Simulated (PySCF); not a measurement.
# Reading the logs of faulty runs: CH5OSi2 cation

All numbers below are calculated, not measured. The program is PySCF 2.14.0, an open-source quantum chemistry code, run on an isolated molecule that a program drew, which may never have been made. The molecule is CH5OSi2 cation (charge +1, singlet), drawn as the SMILES string `C=[SiH][SiH+]O`.

Each row is a Hartree-Fock (HF) and frozen-core CCSD(T) single point in the cc-pV(D+d)Z basis, meant for a local HF minimum. Run 1 is clean. Each other run has one planted mistake out of seven kinds, and not every kind appears here: one electron removed, one electron added, multiplicity raised by two, geometry at a saddle point, minimal basis STO-3G, one bond length entered in bohr, all coordinates scaled. The reference is restricted for singlets and unrestricted otherwise, and also for a bond in bohr. Adding or removing an electron swaps singlet and doublet. Electrons count all cores. HOMO and LUMO are orbital energies over both spins, the gradient is its largest component, and the lowest frequency (negative if imaginary) is given only where the gradient is small. Bond lengths are over the 8 bonds as drawn. T1 is the CCSD diagnostic: over 0.02 (restricted) or 0.045 (unrestricted) a single reference is doubtful.

Geometry of the clean run:
```xyz
9
CH5OSi2 cation, angstrom
C     2.1676    0.4972    1.5667
Si    1.1530   -0.0442    0.2984
Si    0.0461    1.8084   -0.4299
O    -1.0245    1.9262   -1.5868
H     2.1927    1.5373    1.8751
H     2.8324   -0.1530    2.1270
H     0.9575   -1.3716   -0.2766
H     0.2856    3.1095    0.1873
H    -1.3828    1.2618   -2.1640
```

```
run  electrons  basis functions  <S^2>  HOMO (eV)  LUMO (eV)  gradient (hartree/bohr)  lowest frequency (cm^-1)  mean bond (Å)  longest bond (Å)      T1  HF (hartree)  CCSD(T) (hartree)                 mistake
  1         46               99  0.000     -13.68      -4.96                  1.2e-05                        76         1.4514             2.278  0.0177    -693.23135         -693.79368                no fault
  2         46               99  0.000     -14.65      -4.78                  1.0e-01                         -         1.3077             2.052  0.0141    -693.10741         -693.64944  all coordinates scaled
  3         45               99  0.755     -22.16     -12.07                  4.3e-02                         -         1.4514             2.278  0.0189    -692.77063         -693.28045    one electron removed
  4         46               33  0.000     -11.22      -1.45                  4.5e-02                         -         1.4514             2.278  0.0220    -685.10113         -685.36214    minimal basis STO-3G
  5         47               99  1.019      -6.65       2.34                  4.1e-02                         -         1.4514             2.278  0.0335    -693.45086         -694.01056      one electron added
  6         46               99  1.472     -13.76      -4.65                  2.6e-02                         -         1.6137             2.759  0.0616    -693.13438         -693.66804                       ?
```

**Which mistake was planted in run 6, and what did it cost?**

The mean bond changes by a factor of 1.112 and the longest by 1.211, so the molecule wasn't scaled as a whole. A length L in bohr read as angstrom grows by (1/0.5292 - 1) L = 0.890 L. The 8 bonds together grew by 8 x 0.1623 = 1.298 Å, which gives L = 1.459 Å. That is the length of one of the H-Si bonds, 1.460 Å in the clean geometry. So the mistake is: one bond length entered in bohr. Subtracting run 1 and multiplying by 627.51 kcal/mol a hartree, the energy moved by 60.8 kcal/mol in HF and 78.8 kcal/mol in CCSD(T).

Cautions from the logs. Run 4: T1 is over the limit, so its CCSD(T) energy is less reliable; run 6: T1 is over the limit, so its CCSD(T) energy is less reliable.
